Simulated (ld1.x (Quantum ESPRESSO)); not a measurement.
## Ranking ultrasoft potentials for Cl (Z = 17)

All share these settings but for the change named:

- Element: chlorine (Cl)
- Generator: ld1.x (Quantum ESPRESSO) 7.5
- Type: ultrasoft
- Functional: PBE
- Relativity: scalar-relativistic
- Frozen core: [Ne]
- Valence charge: 7
- Reference configuration: 3s2 3p5
- Partial waves: 3s (bound): rcut 0.90, rcutus 1.15 bohr; 3s channel at -0.65 Ry: rcut 0.90, rcutus 1.15 bohr; 3p (bound): rcut 1.30, rcutus 1.55 bohr; 3p channel at 3.3 Ry: rcut 1.30, rcutus 1.55 bohr; 3d channel at 0.05 Ry: rcut 0.95, rcutus 1.30 bohr
- Local potential: all-electron potential smoothed inside 1.50 bohr (lloc = -1)
- Core correction: Bessel-smoothed model core, default radius (core density twice the valence density)
- Augmentation charge: PSQ, inside the norm-conserving radii

Test errors are all-electron minus pseudo excitation energies from the reference, over 3s2 3p4; 3s2 3p3; 3s2 3p2; 3s2 3p4.5; 3s1 3p6; 3s2 3p5.3; 3s1 3p5. None of these files shows a bound ghost.

The base gives 24.2 meV.

Of 9 variants that were run, those that failed, showed a ghost or another fault, or gave nearly equal values are left out.

Q: Rank these variants by their largest absolute test error, smallest first.
A. waves 3p (bound): rcut 1.06, rcutus 1.12 bohr; 3p channel at 3.3 Ry: rcut 1.06, rcutus 1.12 bohr
B. waves 3p (bound): rcut 1.30, rcutus 1.50 bohr; 3p channel at 3.3 Ry: rcut 1.30, rcutus 1.50 bohr
C. waves 3p (bound): rcut 1.26, rcutus 1.34 bohr; 3p channel at 3.3 Ry: rcut 1.26, rcutus 1.34 bohr
D. waves 3p (bound): rcut 1.30, rcutus 1.88 bohr; 3p channel at 3.3 Ry: rcut 1.30, rcutus 1.88 bohr
E. waves 3p (bound): rcut 1.30, rcutus 2.36 bohr; 3p channel at 3.3 Ry: rcut 1.30, rcutus 2.36 bohr

A: A (5.1 meV), C (10.4 meV), B (18.9 meV), D (49.5 meV), E (62.6 meV).
